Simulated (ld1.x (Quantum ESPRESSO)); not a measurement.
# Before and after: TM semilocal potential for Fe (Z = 26)

ld1.x (Quantum ESPRESSO) 7.5 input, shortened:

```
&input
   title='Fe', zed=26., rel=1, dft='PBESOL', iswitch=3,
   config='[Ar] 3d6 4s1.75 4p0.25'
 /
 &inputp
   pseudotype=1, tm=.true., lloc=1,
   nlcc=.true., new_core_ps=.true.
 /
3
4S  1  0   1.75   0.00  2.25  2.25  0.0
3D  3  2   6.00   0.00  0.80  0.80  0.0
4P  2  1   0.25   0.00  3.50  3.50  0.0
 &test
   configts(1)='3d6 4s1.75 4p0.25'
 /
```

Change: wave 3d (bound): rc 0.80 bohr becomes 3d (bound): rc 0.88 bohr.

Cutoffs: the cutoffs (Ry, on a coarse ladder) from which the occupation-weighted sum of valence levels, in a spherical-Bessel basis at the reference potential, stays within 10 and 1 mRy of its value at 400 Ry; they do not see the model core or the augmentation charge, which bear on the density cutoff. Errors are all-electron minus pseudo energies relative to the spin-unpolarised reference configuration.

Q: Predict the effect on cutoff, ghosts and configuration errors.

A: The potential gets neither clearly harder nor softer (260 Ry and 300 Ry → 230 Ry and 300 Ry); the errors of the 7 common tests hardly move; the range in which the d phases agree narrows (upper end at the end of the scan → 3.1); neither file shows a bound ghost. A semilocal file is local in each channel, so a ghost entry of none says nothing of the separable form that plane-wave codes build from it.

| quantity | base | changed |
| --- | --- | --- |
| cutoff, loose | 260 Ry | 230 Ry |
| cutoff, tight | 300 Ry | 300 Ry |
| loose cutoff by channel (10 mRy a level) | s 8 Ry, d 230 Ry, p 6 Ry | s 8 Ry, d 200 Ry, p 6 Ry |
| bound ghosts | none | none |
| error for 3d6 4s2 4p0, meV [ΔE -1.01 eV] | +0.1 | +0.1 |
| error for 3d6 4s1 4p0, meV [ΔE 7.73 eV] | -7.5 | -7.4 |
| error for 3d6 4s0 4p0, meV [ΔE 23.85 eV] | -55 | -54 |
| error for 3d7 4s1 4p0, meV [ΔE -1.81 eV] | -116 | -116 |
| error for 3d5 4s2 4p1, meV [ΔE 7.77 eV] | -248 | -250 |
| error for 3d5 4s2 4p0, meV [ΔE 13.22 eV] | -209 | -211 |
| error for 3d6 4s1 4p1, meV [ΔE 3.12 eV] | -0.4 | -0.4 |
| s: phases at 3.80 bohr within 0.05 rad from the reference energy up to (Ry; the scan ends near 5) | 1.0 | 1.0 |
| p: phases at 3.80 bohr within 0.05 rad from the reference energy up to (Ry; the scan ends near 5) | 1.3 | 1.3 |
| d: phases at 3.80 bohr within 0.05 rad from the reference energy up to (Ry; the scan ends near 5) | to the end of the scan | 3.1 |
